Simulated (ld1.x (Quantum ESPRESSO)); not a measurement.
**Before and after: TM semilocal potential for calcium**

```json
{"Element": "Ca (Z = 20)", "Generator": "ld1.x (Quantum ESPRESSO) 7.5", "Type": "norm-conserving Troullier–Martins (semilocal form)", "Functional": "PBEsol", "Relativity": "scalar-relativistic", "Frozen core": "[Ne]", "Valence charge": "10", "Reference configuration": "3s2 3p6 3d0 4s2 4p0", "Partial waves": "3s (bound): rc 1.35 bohr; 3d (bound, empty): rc 2.10 bohr; 3p (bound): rc 1.25 bohr", "Local potential": "the p channel", "Core correction": "none"}
```

Occupied shells without a wave of their own: 4s. They enter only through the test configuration that unscreens the potential.

Change: wave 3s (bound): rc 1.35 bohr becomes 3s (bound): rc 1.40 bohr.

Cutoffs: the cutoffs (Ry, on a coarse ladder) from which the occupation-weighted sum of valence levels, in a spherical-Bessel basis at the reference potential, stays within 10 and 1 mRy of its value at 400 Ry; they do not see the model core or the augmentation charge, which bear on the density cutoff. Errors are all-electron minus pseudo energies relative to the spin-unpolarised reference configuration.

Problem. What does the change do?

Solution. The potential gets neither clearly harder nor softer (70 Ry and 110 Ry → 70 Ry and 110 Ry); of the 7 tests that both files solve, the error grows in 6 and shrinks in 0 by more than 15 % and 0.3 meV (median size 97.2 → 114.3 meV); neither file shows a bound ghost. More of the atom is replaced by a form fitted at one configuration, so other configurations suffer. A semilocal file is local in each channel, so a ghost entry of none says nothing of the separable form that plane-wave codes build from it.

| quantity | base | changed |
| --- | --- | --- |
| cutoff, loose | 70 Ry | 70 Ry |
| cutoff, tight | 110 Ry | 110 Ry |
| bound ghosts | none | none |
| largest miss of a reference level, eV | 0.07 | 0.08 |
| error for 3s2 3p6 3d0 4s1 4p0, meV [ΔE 6.31 eV] | -97 | -114 |
| error for 3s2 3p6 3d0 4s0 4p0, meV [ΔE 17.99 eV] | -272 | -320 |
| error for 3s2 3p6 3d0 4s1.5 4p0, meV [ΔE 2.50 eV] | -41 | -49 |
| error for 3s2 3p6 3d1 4s0 4p0, meV [ΔE 7.63 eV] | -130 | -156 |
| error for 3s2 3p6 3d0 4s1 4p1, meV [ΔE 2.43 eV] | -72 | -85 |
| error for 3s2 3p6 3d0 4s0 4p1, meV [ΔE 9.33 eV] | -204 | -241 |
| error for 3s1 3p6 3d0 4s2 4p0, meV [ΔE 54.09 eV] | +51 | +56 |
| s: phases at 2.31 bohr within 0.05 rad from the reference energy up to (Ry; the scan ends near 5) | 0.2 | 0.1 |
| p: phases at 2.31 bohr within 0.05 rad from the reference energy up to (Ry; the scan ends near 5) | to the end of the scan | to the end of the scan |
| d: phases at 2.31 bohr within 0.05 rad from the reference energy up to (Ry; the scan ends near 5) | 1.6 | 1.6 |

Base: The 4s level has no wave, so the channel is fitted at the deeper level alone: the likely source of the large errors. Changed file: The 4s level has no wave, so the channel is fitted at the deeper level alone: the likely source of the large errors.
